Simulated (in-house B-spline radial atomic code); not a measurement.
## RPA and G0W0 on BLYP: Zn VIII (Zn7+)

Configuration [Ar] 3d5, highest spin, mean-field start BLYP. Computed with an all-electron radial atomic-structure program (B-spline basis): all electrons, scalar-relativistic (spin-free one-electron X2C), finite nucleus, each spin shell either full or empty, empty states to l = 9 with an (l + 1/2)⁻⁴ tail; G0W0 by contour deformation at full frequency.

Command:
```bash
python run_gw.py task.json out
```
Settings (radii: box in bohr, nucleus in fm):
```
Z                        30
electrons                23
configuration            [Ar] 3d5
hamiltonian              x2c
method                   b88,lyp
lmax                     9
rms_radius               3.9283
spin_polarised           True
box_radius               8.41
intervals                67
```

Run time, properties included: 3.7 s on 1 thread of Arm Neoverse N1, on a shared host.

Energies (hartree):

```tsv
term	value
mean-field total	-1779.27783
Hartree-Fock functional on these orbitals	-1778.12086
direct second order	-1.7971
second-order exchange	0.58744
SOSEX correction	0.54937
```

Question: What is the RPA correlation energy, and what remains with SOSEX?

Answer: RPA gives -1.617 hartree (-1.91 eV per electron); RPA + SOSEX gives -1.0676, and the second-order doubles -1.2097 hartree (no singles). RPA lacks exchange-type terms and so overcorrelates at short range.

Quasi-particle levels (eV):

```
  level  occupied  mean field  Σx - vxc     Σc  QP weight     G0W0
  3d up       yes     -158.00    -17.65      ?          ?        ?
3p down       yes     -226.15    -15.42   0.39      0.962  -241.18
3d down        no     -149.81     19.35  -5.79      0.968  -136.25
```

G0W0 = mean field + (Σx - vxc) + Σc, with Σc (partial-wave tail included) taken at the quasi-particle energy. Only the outer levels were computed. Levels of low weight are left out.

Question: Where does G0W0 put 3d up?

Answer: At -173.88 eV, with Σc = 1.77 eV and a quasi-particle weight of 0.965. The tabulated removal energy is 173.9 ± 1.7 eV (NIST, semi-empirical); the calculation leaves out spin-orbit coupling, Breit and QED terms, and what these don't explain is the method's own error.
